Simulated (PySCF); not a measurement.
C4H9B, SMILES C=CBCC.

Geometry optimised at PBE0-D3(BJ)/def2-SVP. This is a generated structure with no PubChem entry under its InChIKey; it may be hypothetical. Other conformers were not sampled.

Method: PBE0-D3(BJ)/def2-SVP run with PySCF.

Frequencies are harmonic and unscaled.

```
mode  ν (cm⁻¹)  IR (km/mol)  moving atoms (share of kinetic energy)
----  --------  -----------  --------------------------------------
1           77          1.5                          C 52 %, H 47 %
2          124          3.3                  H 71 %, B 17 %, C 12 %
3          199          0.3                          C 69 %, H 27 %
4          269          0.3                          H 49 %, C 48 %
5          294          0.8                          H 73 %, C 21 %
6          443          1.2                          H 75 %, C 20 %
7          538          2.0                          H 76 %, C 23 %
8          627          1.8                  C 50 %, H 37 %, B 13 %
9          756          4.0                  B 42 %, C 31 %, H 26 %
10         873         32.0                          H 74 %, B 19 %
11         929         13.0                  H 59 %, C 23 %, B 18 %
12         967          9.6                          H 81 %, C 15 %
13         994         16.6                  H 70 %, C 16 %, B 14 %
14        1013         33.7                          H 74 %, C 26 %
15        1029         12.5                          H 72 %, C 23 %
16        1062         12.4                          H 87 %, C 13 %
17        1113          2.6                          C 48 %, H 48 %
18        1233         49.5                  H 66 %, B 20 %, C 14 %
19        1252         18.2                   H 77 %, C 14 %, B 9 %
20        1305          2.6                          H 70 %, C 28 %
21        1337         76.7                  H 50 %, C 35 %, B 16 %
22        1385          2.3                          H 82 %, C 14 %
23        1407          4.4                          H 73 %, C 26 %
24        1436         48.7                          H 77 %, C 18 %
25        1475         10.3                                  H 96 %
26        1481          8.6                                  H 96 %
27        1685         36.3                          C 85 %, H 14 %
28        2560        188.7                           H 91 %, B 9 %
29        2999         16.0                                  H 94 %
30        3050         24.3                                  H 97 %
31        3059          6.8                                  H 92 %
32        3135         27.1                           H 91 %, C 9 %
33        3143         14.6                                  H 93 %
34        3145         17.4                           H 91 %, C 9 %
35        3157         14.8                                  H 93 %
36        3257          4.6                          H 90 %, C 10 %
```
